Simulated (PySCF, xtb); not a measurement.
C₄H₅ClSi, SMILES ClC1=C[SiH2]C=C1.

GFN2-xTB run with xtb 6.7.1 at its own geometry gives an orbital gap of 2.88 eV and a dipole moment of 1.98 D.

Coordinates come from a B3LYP-D3(BJ)/def2-SVP optimisation.

Question: What does PBE/def2-TZVP in PySCF give? (The exact figures need the calculation; the answer reports its results.)

Answer: gap 3.24 eV (levels -5.96 and -2.72 eV), dipole 1.12 D.
